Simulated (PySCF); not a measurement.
PySCF 2.14 output of an unrestricted B3LYP calculation on a single atom or ion in aug-cc-pCVQZ-DK (10s9p7d5f3g, 134 functions), with the spin-free X2C one-electron Hamiltonian (Gaussian nucleus):

```
SCF conv_tol = 1e-09
number electrons alpha = 10  beta = 7
    P. J. Stephens, F. J. Devlin, C. F. Chabalowski, and M. J. Frisch.,  J. Phys. Chem. 98, 11623 (1994)
cycle= 1 E= -528.199740645855  delta_E= -0.0125  |g|= 0.0197  |ddm|= 0.805
cycle= 2 E= -528.199917614776  delta_E= -0.000177  |g|= 0.00632  |ddm|= 0.0593
cycle= 3 E= -528.199945314204  delta_E= -2.77e-05  |g|= 0.00221  |ddm|= 0.028
cycle= 4 E= -528.199958148157  delta_E= -1.28e-05  |g|= 0.00083  |ddm|= 0.0114
cycle= 5 E= -528.199967441941  delta_E= -9.29e-06  |g|= 0.000671  |ddm|= 0.0101
cycle= 6 E= -528.199982899282  delta_E= -1.55e-05  |g|= 0.000224  |ddm|= 0.031
cycle= 7 E= -528.199983718656  delta_E= -8.19e-07  |g|= 2.77e-05  |ddm|= 0.0086
cycle= 8 E= -528.199983719372  delta_E= -7.16e-10  |g|= 7.19e-06  |ddm|= 0.000217
converged SCF energy = -528.199983719372  <S^2> = 3.7529102  2S+1 = 4.0014548
```

The run itself started from symmetry-adapted Hartree-Fock orbitals and held the occupation by maximum overlap, on a logarithmic radial grid, so the iterations belong to that start.

Task: Which element, charge and spin multiplicity is this?

Result: Ar⁺ (argon, charge +1), multiplicity 4; the state was [Ne] 3s2 3p4 4s1, high-spin 4P determinant (an excited configuration).

The outer electron is Rydberg-like, and this basis confines it to a smaller radius and binds it less than a complete one would.
